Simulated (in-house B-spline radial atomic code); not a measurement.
Ionising Lu²⁺ with different functionals

Computed with an all-electron radial atomic-structure program (B-spline basis): four-component Dirac-Coulomb Hamiltonian, Fermi nucleus of rms radius 5.37 fm, spin-restricted, spherical fractional occupations for the functionals. The ionisation energy is the difference of two self-consistent energies, [Xe] 4f14 6s1 → [Xe] 4f14, without Breit or QED terms; ε is the level of the shell that loses the electron (mean over j).

Hybrids are left out here: with spherical fractional occupations of an open shell their exact exchange keeps a self-interaction that integer-occupation calculations don't have.

```json
{"method": "LDA VWN5", "rung": "LDA", "ΔSCF (eV)": "21.29", "-ε(6s) (eV)": "17.91"}
{"method": "relativistic LDA", "rung": "LDA", "ΔSCF (eV)": "21.25", "-ε(6s) (eV)": "17.88"}
{"method": "LDA PW92", "rung": "LDA", "ΔSCF (eV)": "21.29", "-ε(6s) (eV)": "17.91"}
{"method": "LDA exchange-only", "rung": "LDA", "ΔSCF (eV)": "?", "-ε(6s) (eV)": "?"}
{"method": "PBE", "rung": "GGA", "ΔSCF (eV)": "21.06", "-ε(6s) (eV)": "17.57"}
{"method": "PBEsol", "rung": "GGA", "ΔSCF (eV)": "20.92", "-ε(6s) (eV)": "17.55"}
{"method": "BLYP", "rung": "GGA", "ΔSCF (eV)": "21.27", "-ε(6s) (eV)": "17.69"}
{"method": "RPBE", "rung": "GGA", "ΔSCF (eV)": "21.00", "-ε(6s) (eV)": "17.38"}
{"method": "PW91", "rung": "GGA", "ΔSCF (eV)": "?", "-ε(6s) (eV)": "?"}
{"method": "BP86", "rung": "GGA", "ΔSCF (eV)": "21.02", "-ε(6s) (eV)": "17.76"}
{"method": "AM05", "rung": "GGA", "ΔSCF (eV)": "20.88", "-ε(6s) (eV)": "17.52"}
{"method": "OLYP", "rung": "GGA", "ΔSCF (eV)": "20.98", "-ε(6s) (eV)": "17.15"}
```

(1) What does LDA exchange-only give?

(2) What does PW91 give?

(3) How do they compare with the NIST value?

Answers

(1) ΔSCF 20.29 eV, and -ε(6s) = 16.88 eV.

(2) ΔSCF 21.12 eV, and -ε(6s) = 17.60 eV.

(3) NIST lists 20.959 eV ± 0.0012 (measured, ground level to ground level). Errors run from -0.67 to +0.33 eV; OLYP is closest (+0.03 eV), but part of that can be cancellation, since the calculations leave out Breit-QED terms, spin polarisation.
